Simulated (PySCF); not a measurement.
## Spin-rotation constants: `FC(F)(F)CP[P@@H](=S)CCP`, C4H10F3P3S

Geometry (Å), atoms numbered from 1 in this order:
```xyz
21

F     4.171    0.359   -1.205
C     3.277    0.457   -0.219
F     3.875    1.140    0.775
F     2.287    1.253   -0.662
C     2.772   -0.887    0.243
P     1.404   -0.738    1.502
P    -0.148   -0.162    0.026
S    -0.044   -1.094   -1.669
C    -1.663   -0.543    1.007
C    -2.905   -0.342    0.153
P    -2.951    1.403   -0.496
H     3.615   -1.444    0.660
H     2.376   -1.430   -0.628
H     1.666    0.581    1.883
H    -0.185    1.234   -0.035
H    -1.575   -1.586    1.334
H    -1.679    0.098    1.895
H    -2.854   -1.008   -0.716
H    -3.812   -0.573    0.717
H    -3.390    1.978    0.699
H    -4.245    1.320   -1.002
```

Method used: GIAO PBE0/pcSseg-1 magnetisability, rotational g tensor and spin-rotation constants, non-relativistic, gas phase (PySCF 2.14.0). Geometry: GFN2-xTB.

Q: Give the nuclear spin-rotation constants along the inertial axes (H = +C I·J) beside the isotropic shieldings.

A: Rotational constants 1.1431, 0.3181, 0.3097 GHz. A star marks the isotopologue with that one atom substituted, in its own axes.
```
atom  isotope  Caa (kHz)  Cbb (kHz)  Ccc (kHz)  mean (kHz)  σ (ppm)
  F1      19F      1.251      0.337      0.520       0.703    248.0
  F3      19F      1.258      0.499      0.344       0.700    251.1
  F4      19F      1.572      0.368      0.394       0.778    249.5
  P6      31P      1.288      0.378      0.430       0.699    460.4
  P7      31P      1.889      0.473      0.476       0.946    327.5
 P11      31P      1.447      0.333      0.312       0.697    512.8
 H12       1H     -0.025     -0.024     -0.029      -0.026     29.1
 H13       1H     -0.092     -0.022     -0.007      -0.040     28.1
 H14       1H     -0.113     -0.034      0.008      -0.046     28.1
 H15       1H     -0.083     -0.016      0.010      -0.030     23.4
 H16       1H     -0.119     -0.020     -0.009      -0.050     29.7
 H17       1H     -0.125     -0.023     -0.007      -0.052     30.0
 H18       1H     -0.117     -0.023     -0.003      -0.048     29.3
 H19       1H     -0.012     -0.020     -0.034      -0.022     29.1
 H20       1H     -0.111     -0.017     -0.013      -0.047     29.5
 H21       1H      0.028     -0.031     -0.034      -0.012     28.9
  C2     13C*      0.367      0.100      0.096       0.188     50.8
  C5     13C*      0.184      0.047      0.049       0.093    159.1
  S8     33S*      0.105      0.046      0.033       0.061    806.4
  C9     13C*      0.192      0.055      0.055       0.101    148.0
 C10     13C*      0.156      0.041      0.042       0.079    174.3
```
For the geometry as given, no vibrational averaging.
